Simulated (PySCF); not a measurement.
H3O4Si, SMILES [O][Si](O)(O)O (connectivity only; charge and spin as stated), charge -1, multiplicity 1. Heavy atoms are numbered as in [O:1][Si:2]([OH:3])([OH:4])[OH:5]. Hydrogens are named by the atom that carries them.

Geometry optimised at B3LYP-D3(BJ)/def2-SVPD. The spin state was assumed, not searched. The isomer is the one that the SMILES or the coordinates give; other isomers of the formula were not compared. One conformer was computed; it need not be the lowest.

Computed with B3LYP/def2-SVPD run with PySCF.

Mulliken values depend strongly on the basis, most of all with diffuse functions as here. ESP charges are fitted to the potential on shells at 1.4 to 2.0 van der Waals radii. Atomic charges (e), one atom of each kind:

```
atom     meta-Löwdin  Mulliken  ESP fit
-------  -----------  --------  -------
O1             -1.03     -1.09    -1.01
Si2             1.47      1.79     1.20
O3 (OH)        -0.80     -0.73    -0.74
H on O3         0.32      0.17     0.35
```
